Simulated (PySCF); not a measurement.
Computed shifts of a molecule C3H7FSi, PBE/pcSseg-1 (PySCF), GIAO, gas phase, equivalent atoms averaged, in ppm (number of nuclei): ¹⁹F: -235.5 (1). ²⁹Si: 18.4 (1). ¹³C: 9.9 (1), 4.9 (1), 3.1 (1). ¹H: 6.00 (1), 4.83 (1), 1.43 (1), 1.16 (1), 1.11 (1), 0.76 (1), 0.64 (1). References: ¹⁹F against CFCl3 (σ = 133.6 ppm); ²⁹Si against TMS (σ = 335.4 ppm); ¹³C against TMS (σ = 182.0 ppm); ¹H against TMS (σ = 31.49 ppm), references at their B3LYP-D3(BJ)/def2-TZVP geometries, non-relativistic. The structure is a stationary point at PBE-D3(BJ)/def2-SVP. The values are those of a single conformer.

Problem. Identify the compound among the candidates.
(A) C=C[SiH2]CF
(B) F[SiH2]C1CC1
(C) F[C@H]1C[C@@H]1[SiH3]
(D) F/C=C\C[SiH3]

Solution. B, F[SiH2]C1CC1
